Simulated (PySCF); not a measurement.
## Calculated data, C₂H₆BO

Computed with PySCF 2.14.0. Calculation on a computer-drawn molecule: the log of a Hartree-Fock and frozen-core CCSD(T) single point meant for a local Hartree-Fock minimum, with one planted fault or none, to be diagnosed. Offsets are logged minus clean, where the clean run is the same molecule without the fault. The reference is restricted for singlets and unrestricted otherwise, and also for a bond in bohr or an excited solution. Adding or removing an electron swaps singlet and doublet. The excited solution moves the top pair (singlet) or top alpha electron (doublet) to the lowest empty orbital. Highest occupied and lowest empty are orbital energies over both spins, largest force is the largest gradient component, triples share is (T) over the correlation energy, the T1 limit is 0.02 restricted and 0.045 unrestricted, electrons count all cores, a negative frequency is imaginary (commonest isotopes), and the dipole is about the centre of nuclear charge.

```json
{"formula": "C2H6BO", "logged_structure": {"atoms_angstrom": [["B", -2.592, 1.5252, -1.3309], ["O", -2.0137, 0.7939, -2.2719], ["C", -0.6697, 0.9466, -2.708], ["C", 0.1139, -0.3169, -2.4232], ["H", -2.0479, 2.4176, -0.7255], ["H", -0.2196, 1.8096, -2.2141], ["H", -0.7041, 1.1448, -3.7791], ["H", 1.131, -0.2216, -2.8101], ["H", -0.3607, -1.176, -2.8995], ["H", 0.1692, -0.5059, -1.3493]]}, "given": {"meant_charge": 0, "meant_multiplicity": 2, "meant_basis": "cc-pVDZ", "logged_electrons": 30, "logged_basis_functions": 86, "logged_SCF_converged": "yes", "logged_spin_squared": 0.0, "logged_highest_occupied [eV]": -18.264, "logged_lowest_empty [eV]": -6.5249, "logged_largest_force [hartree/bohr]": 0.11442, "logged_T1_diagnostic": 0.019851, "logged_D1_diagnostic": 0.064706, "logged_triples_share": 0.029962, "logged_CC_converged": "yes", "logged_dipole_magnitude [debye]": 5.9699, "logged_SCF_stable_within_its_kind": "yes", "logged_energy_HF [hartree]": -178.47646, "logged_energy_CCSD(T) [hartree]": -179.07099, "possible_faults": "no fault, one electron removed, one electron added, multiplicity raised by two, geometry at a saddle point, SCF held on an excited solution, minimal basis STO-3G, one bond length entered in bohr, all coordinates scaled", "drawn_bonds_atom": [1, 2, 3, 1, 3, 3, 4, 4, 4], "drawn_bonds_other_atom": [2, 3, 4, 5, 6, 7, 8, 9, 10], "drawn_bonds_order": [1, 1, 1, 1, 1, 1, 1, 1, 1]}, "results": {"planted_fault": "one electron removed", "HF_energy_offset_from_clean_run [kcal/mol]": 176.6, "CCSD(T)_energy_offset_from_clean_run [kcal/mol]": 176.9}}
```
